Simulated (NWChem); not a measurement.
System: ZnO; SMILES [O]=[Zn]

Parts of the log:

```
             Northwest Computational Chemistry Package (NWChem) 7.3.0
             --------------------------------------------------------

 ORDER OF PRIMARY AXIS IS BEING SET TO 4
 C4V symmetry detected

                             Geometry "geometry" -> ""
                             -------------------------

 Output coordinates in angstroms (scale by  1.889725989 to convert to a.u.)

  No.       Tag          Charge          X              Y              Z
 ---- ---------------- ---------- -------------- -------------- --------------
    1 Zn                  30.0000     0.00000000     0.00000000    -0.35663916
    2 O                    8.0000     0.00000000     0.00000000     1.33739684

 Effective nuclear repulsion energy (a.u.)      74.9703900979

      Symmetry information
      --------------------

 Group name             C4v
 Group number             18
 Group order               8
 No. of unique centers     2

                                 NWChem DFT Module
                                 -----------------

 Summary of "ao basis" -> "ao basis" (spherical)
 ------------------------------------------------------------------------------
       Tag                 Description            Shells   Functions and Types
 ---------------- ------------------------------  ------  ---------------------
 Zn                          sto-3g                  8       18   4s3p1d
 O                           sto-3g                  3        5   2s1p

      Symmetry analysis of basis
      --------------------------

        a1         11
        a2          0
        b1          1
        b2          1
        e          10

            General Information
            -------------------
          SCF calculation type: DFT
          Wavefunction type:  closed shell.
          No. of atoms     :     2
          No. of electrons :    38
           Alpha electrons :    19
            Beta electrons :    19
          Charge           :     0
          Spin multiplicity:     1
          Use of symmetry is: on ; symmetry adaption is: on
          Maximum number of iterations: 150
          AO basis - number of functions:    23
                     number of shells:    11
          Convergence on energy requested:  1.00D-06
          Convergence on density requested:  1.00D-05
          Convergence on gradient requested:  5.00D-04

              XC Information
              --------------
                         B3LYP Method XC Potential
                     Hartree-Fock (Exact) Exchange  0.200
                        Slater Exchange Functional  0.800 local
                    Becke 1988 Exchange Functional  0.720 non-local
              Lee-Yang-Parr Correlation Functional  0.810
                  VWN I RPA Correlation Functional  0.190 local

             Grid Information
             ----------------
          Grid used for XC integration:  medium
          Radial quadrature: Mura-Knowles
          Angular quadrature: Lebedev.
          Tag              B.-S. Rad. Rad. Pts. Rad. Cut. Ang. Pts.
          ---              ---------- --------- --------- ---------
          Zn                  1.35      112           5.0       590
          O                   0.60       49           6.0       434
          Grid pruning is: on
          Number of quadrature shells:   161
          Spatial weights used:  Erf1

      Superposition of Atomic Density Guess
      -------------------------------------

 Sum of atomic energies:       -1830.31185182

      Non-variational initial energy
      ------------------------------

 Total energy =   -1830.058126
 1-e energy   =   -2740.181494
 2-e energy   =     835.152978
 HOMO         =       0.606331
 LUMO         =       0.606331

 !!!!!!!!!!!!!!!!!!!!!!!!!!!!!!!!!!!!!!!!!!!!!!!!!!!!!!!!!!!!!!!!!!!!!!
 Warning - the HOMO and LUMO are degenerate and you are using symmetry.
 This can lead to non-variational energies and poor convergence.
 Modify the initial guess, or use an open-shell wavefunction, or turn
 off symmetry.
 !!!!!!!!!!!!!!!!!!!!!!!!!!!!!!!!!!!!!!!!!!!!!!!!!!!!!!!!!!!!!!!!!!!!!!

      Symmetry analysis of molecular orbitals - initial
      -------------------------------------------------

 !! scf_movecs_sym_adapt:    2 vectors were symmetry contaminated

  Symmetry fudging
  Numbering of irreducible representations:

     1 a1          2 a2          3 b1          4 b2          5 e

  Orbital symmetries:

     1 a1          2 a1          3 a1          4 e           5 e
     6 a1          7 a1          8 a1          9 e          10 e
    11 a1         12 a1         13 e          14 e          15 a1
    16 e          17 e          18 a1         19 b1         20 b2
    21 e          22 e          23 a1

     ---------------------------------------------
      Total Density - Mulliken Population Analysis
     ---------------------------------------------

    Atom       Charge   Shell Charges
 -----------   ------   -------------------------------------------------------
    1 Zn  30    28.19   2.00  2.00  6.00  2.00  5.97  1.93  5.01  3.29
    2 O    8     9.81   2.00  1.96  5.84

[...]

                         DFT ENERGY GRADIENTS

    atom               coordinates                        gradient
                 x          y          z           x          y          z
   1 Zn      0.000000   0.000000  -0.673950    0.000000   0.000000  -0.182128
   2 O       0.000000   0.000000   2.527314    0.000000   0.000000   0.182128
```

Level: B3LYP/STO-3G. Structure relaxed at the PBE0/def2-SVP level.

**Question.** Reconstruct the input file.

**Answer.** This is not unique; one that fits is the input that was run:
```
start job
memory heap 200 mb stack 900 mb global 1100 mb
geometry units angstroms noautoz
  Zn     0.000000     0.000000    -0.382039
  O      0.000000     0.000000     1.311997
end
basis spherical
  * library sto-3g
end
dft
  xc b3lyp
  iterations 150
  mulliken
end
task dft gradient
```
